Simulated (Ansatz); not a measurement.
System: CH$_{3}$ClOSi, charge 0, singlet. CH3ClOSi (SMILES [SiH2](C=O)Cl).
B3LYP-D3(BJ)/def2-TZVP minimum from Ansatz (an electronic-structure program):
```xyz
7

O      2.2548    -0.3616     1.2121
C      1.5221     0.0146     0.3289
Si    -0.3720    -0.3018     0.4838
Cl    -1.3187     0.4627    -1.1841
H      1.9364     0.5373    -0.5627
H     -0.6079    -1.7558     0.5587
H     -0.8729     0.3837     1.6898
```
Charge 0, spin multiplicity 1.

Property: atomisation energy (electronic, to ground-state atoms), in kcal/mol. UHF or UKS for unpaired electrons; spin-orbit terms are left out. CBS(X,Y): correlation extrapolated as X^-3, Hartree-Fock from the larger set. A bracket is a step between two methods taken in the basis named. The functionals are non-relativistic, so their misses hold any scalar relativity. Double hybrids freeze cores in their MP2 part. 'core' is core correlation in cc-pwCVTZ (1s frozen past Ne), 'X2C' scalar relativity in cc-pVTZ-DK, both at CCSD(T). For partners of very few electrons the exact lower level stands in for a higher one.

CCSD(T)/CBS(cc-pV(T+d)Z,cc-pV(Q+d)Z) + [CCSDT(Q) - CCSD(T)]/cc-pV(D+d)Z + core + X2C (Ansatz) gives 597.0 kcal/mol.

Q: How far off this value is PBE/def2-TZVPD (Ansatz), in which direction, and which of these levels come nearer: PBE0/def2-TZVPD, B2PLYP/def2-TZVPD, CCSD(T)/CBS(cc-pV(T+d)Z,cc-pV(Q+d)Z) + core + X2C?

A: PBE gives 604.5 kcal/mol, 7.5 kcal/mol above it. Differences of the others: PBE0/def2-TZVPD (Ansatz) -7.0; B2PLYP/def2-TZVPD (Ansatz) -11.1; CCSD(T)/CBS(cc-pV(T+d)Z,cc-pV(Q+d)Z) + core + X2C (Ansatz) -0.8 kcal/mol. Nearer than PBE: PBE0/def2-TZVPD, CCSD(T)/CBS(cc-pV(T+d)Z,cc-pV(Q+d)Z) + core + X2C.
